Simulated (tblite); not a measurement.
P, charge -1, triplet; GFN1-xTB (tblite 0.6.0).

tblite was given this input:
```
$ tblite run mol.xyz --method gfn1 --charge -1 --spin 2 --guess eeq --json tblite.json --no-restart

# file mol.xyz
1

P      0.00000000     0.00000000     0.00000000
```

The log (banner, timings and long lists left out):

```
xTB calculator
 | screened Coulomb repulsion
 | Coulomb electrostatics
 |  * isotropic Klopman-Ohno-Mataga-Nishimoto electrostatics
 |  * onsite third-order electrostatics
 | DFT-D3(BJ) dispersion correction

halogen bonding energy    0.0000000000000E+00 Eh
repulsion energy          0.0000000000000E+00 Eh
dispersion energy         0.0000000000000E+00 Eh
number of electrons       6.0000000000000E+00 e
integral cutoff           2.3778036236194E+01 bohr

------------------------------------------------------------
  cycle        total energy    energy error   density error
------------------------------------------------------------
      1     -2.520056875971  -2.5200569E+00   3.2659863E-01
      2     -2.520056875971   8.8817842E-16   1.9595918E-01
      3     -2.520056875971   0.0000000E+00   1.1756375E-05
------------------------------------------------------------

electronic energy        -2.5200568759708E+00 Eh
total energy             -2.5200568759708E+00 Eh

Post processing:
 | Mayer-Wiberg bond orders

[Info] JSON dump of results written to 'tblite.json'
```
